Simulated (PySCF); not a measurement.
CH₄O₄Si, SMILES O=C(O)[SiH](O)O. Atoms are numbered in the order given.

```xyz
10

O      1.2627    -1.3746    -0.3480
C      0.8868    -0.4933     0.3908
O      1.6131    -0.0528     1.4170
Si    -0.8166     0.3275     0.0710
O     -1.5132    -0.7181    -0.9986
O     -0.4406     1.8137    -0.5507
H      2.4450    -0.5592     1.4190
H     -1.6982     0.4482     1.2576
H     -0.8477    -1.2762    -1.4261
H     -1.1636     2.4162    -0.7479
```

Geometry: PBE0-D3(BJ)/def2-SVP. The values are those of a single conformer.

Two levels are set side by side: PBE/pcSseg-1 (PySCF) and HF/pcSseg-1 (PySCF). GIAO shifts against H2O (¹⁷O), TMS (²⁹Si), TMS (¹H), TMS (¹³C) at the same level; non-relativistic, no solvent, atoms listed together averaged. Differences are taken from unrounded values.

| quantity | PBE |
|---|---|
| δ(¹⁷O) of O1 (ppm) | 476.6 |
| δ(¹³C) of C2 (ppm) | 181.4 |
| δ(¹⁷O) of O3 (ppm) | 243.8 |
| δ(²⁹Si) of Si4 (ppm) | -44.5 |
| δ(¹H) of H7 (ppm) | 6.53 |
| δ(¹H) of H8 (ppm) | 5.38 |

Task: These are the PBE values. What does HF give? (An estimate is asked for; the answer gives what the named calculation found.)

Result: 
| quantity | HF | PBE minus HF |
|---|---|---|
| δ(¹⁷O) of O1 (ppm) | 487.0 | -10.5 |
| δ(¹³C) of C2 (ppm) | 193.8 | -12.4 |
| δ(¹⁷O) of O3 (ppm) | 195.4 | 48.4 |
| δ(²⁹Si) of Si4 (ppm) | -47.6 | 3.2 |
| δ(¹H) of H7 (ppm) | 6.86 | -0.34 |
| δ(¹H) of H8 (ppm) | 4.55 | 0.83 |

Rough cost on one machine, each run with all the roots and properties that it gave: HF against PBE within a factor of 2.
